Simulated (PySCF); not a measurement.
Si(F)2(NCO)(OH) (CHF2NO2Si), SMILES O=C=N[Si](O)(F)F.

Geometry: PBE-D3(BJ)/def2-SVP. The structure was generated by enumeration, and PubChem lists no compound with its InChIKey, so it may never have been made. One conformer was computed; it need not be the lowest.

Method: TDDFT-PBE/def2-SVPD (PySCF).

Vertical excitations. Gas-phase values at a fixed geometry. State labels are in the subgroup Cs.

Computed excitation energies, oscillator strengths and character:
```tsv
state	symmetry	energy (eV)	λ (nm)	f	main pairs
S1	A"	6.92	179	0.000	HOMO→LUMO 99 %
S2	A'	6.99	177	0.007	HOMO−1→LUMO 93 %
S3	A"	7.14	174	0.000	HOMO→LUMO+2 59 %, HOMO−1→LUMO+1 40 %
S4	A'	7.30	170	0.002	HOMO−1→LUMO+2 51 %, HOMO→LUMO+1 48 %
S5	A"	7.30	170	0.000	HOMO−1→LUMO+1 58 %, HOMO→LUMO+2 40 %
S6	A"	7.79	159	0.026	HOMO−2→LUMO 98 %
S7	A"	7.90	157	0.001	HOMO−2→LUMO+2 100 %
S8	A'	7.95	156	0.033	HOMO−2→LUMO+1 90 %
S9	A"	8.10	153	0.003	HOMO→LUMO+3 98 %
S10	A'	8.13	152	0.011	HOMO−1→LUMO+3 93 %
T1	A'	6.41	193	0	HOMO→LUMO+1 52 %, HOMO−1→LUMO+2 32 %, HOMO−1→LUMO 14 %
T2	A"	6.66	186	0	HOMO−1→LUMO+1 36 %, HOMO→LUMO 36 %, HOMO→LUMO+2 27 %
T3	A'	6.67	186	0	HOMO→LUMO+1 46 %, HOMO−1→LUMO+2 29 %, HOMO−1→LUMO 24 %
T4	A"	6.86	181	0	HOMO→LUMO 63 %, HOMO→LUMO+2 22 %, HOMO−1→LUMO+1 15 %
```
Triplets are in the Tamm–Dancoff approximation, which puts them higher than full response would, so one can lie above its singlet here.
